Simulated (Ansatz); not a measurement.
Ansatz (a first-principles code) input:

Ansatz 0.2 input:
```yaml
crystal:
  periodic: [false, false, false]
  atoms:
    - {symbol: Zr, position_ang: [-0.00000000, -0.00000000, -0.04472145]}
    - {symbol: H, position_ang: [0.00000000, 0.00000000, 1.78885793]}
basis:
  gaussian:
    orbitals: def2-TZVPD
hamiltonian:
  xc: {name: LC-wPBE}
magnetization: {spin_polarized: true, initial_magnetization: 1}
output: {forces: true}
```

Q: What final total energy does it print?

A: -47.49916 Eh (LC-wPBE/def2-TZVPD). The basis has 49 functions.

The spin state was set by rule; other spins were not relaxed.

The determinant is spin-contaminated: <S^2> is 1.55 against 0.75 for a pure state.
